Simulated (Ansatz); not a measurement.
Frontier orbitals of H₇NSSi₂ (`N[SiH2][SiH2]S`).

The species carries charge 0 and has multiplicity 1. The structure was optimised at the PBE0-D4/def2-TZVP level. It is one conformer, not always the lowest. Basis def2-TZVPP, Ansatz.

Orbital energies of one run (eV). Highest occupied ones, from the top: -6.33, -6.53, -7.44, -8.27, -8.80, -9.15, -10.21, -10.73, -12.53, -12.85, -14.27, -19.01, -22.28, -96.36. Empty: -0.98, -0.42, -0.13, 0.47, 1.14, 1.46.

Q: Which functional gave them?
A. ωB97X-V
B. PBE0
C. r2SCAN
D. BLYP

A: C. HOMO energies: r2SCAN -6.33, BLYP -5.91, ωB97X-V -9.71, PBE0 -7.35 eV.
